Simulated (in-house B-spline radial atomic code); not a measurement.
Results of a calculation; reference values are marked as such.
# What the choice of pseudopotential does to G0W0 on PBE: Al²⁺

All numbers come from an all-electron radial atomic-structure program (B-spline basis), non-relativistic, configuration [Ne] 3s1, open shells at high spin. Semilocal Troullier-Martins pseudo-atoms, one channel per l, are made with PBE or LDA for several valence sets and radii, with or without a model core, and set against the all-electron atom. One channel fits only the lowest state of its l, so a second state of that l is approximate. All electrons give 3s up: PBE -24.440 eV, G0W0 -29.178 eV. Potentials are made in the ion's own configuration unless the neutral atom is named, and a smooth local potential serves every l without a channel. Potentials that miss their own reference levels by more than 6 millihartree, or need radii over 3.5 bohr, are left out. Columns give pseudo minus all-electron, in eV; a dash marks a level in the core or of low weight.

| valence | made with | radii (bohr) | model core (bohr) | 3s up PBE | 3s up G0W0 |
| --- | --- | --- | --- | --- | --- |
| 2p 3s | PBE | s 1.53 p 0.52 | none | -0.04 | -0.46 |
| 2p 3s | PBE, neutral atom | s 2.41 p 0.74 | none | +0.04 | -0.45 |
| 2p 3s | PBE, neutral atom | s 2.09 p 0.65 | 0.18 | +0.03 | -0.40 |
| 2p 3s | PBE, neutral atom | s 2.41 p 0.74 | 0.18 | +0.04 | -0.44 |
| 2s 2p 3s | PBE, neutral atom | s 0.57 p 0.74 | none | -0.02 | -0.09 |
| 2s 2p 3s | PBE, neutral atom | s 0.64 p 0.84 | none | -0.03 | -0.11 |
| 2s 2p 3s | PBE, neutral atom | s 0.45 p 0.58 | 0.18 | -0.02 | -0.08 |
| 2s 2p 3s | PBE | s 0.50 p 0.65 | 0.18 | -0.02 | -0.09 |
| 2s 2p 3s | PBE | s 0.57 p 0.74 | 0.18 | -0.04 | -0.11 |
| 2s 2p 3s | PBE, neutral atom | s 0.64 p 0.84 | 0.18 | -0.03 | -0.11 |

(1) How does the G0W0 shift of 3s up, which all sets hold, depend on the valence set?

Answers

(1) Mean size: 2s 2p 3s: 0.10 eV; 2p 3s: 0.44 eV. The means mix radii and the functional used in making the potentials.
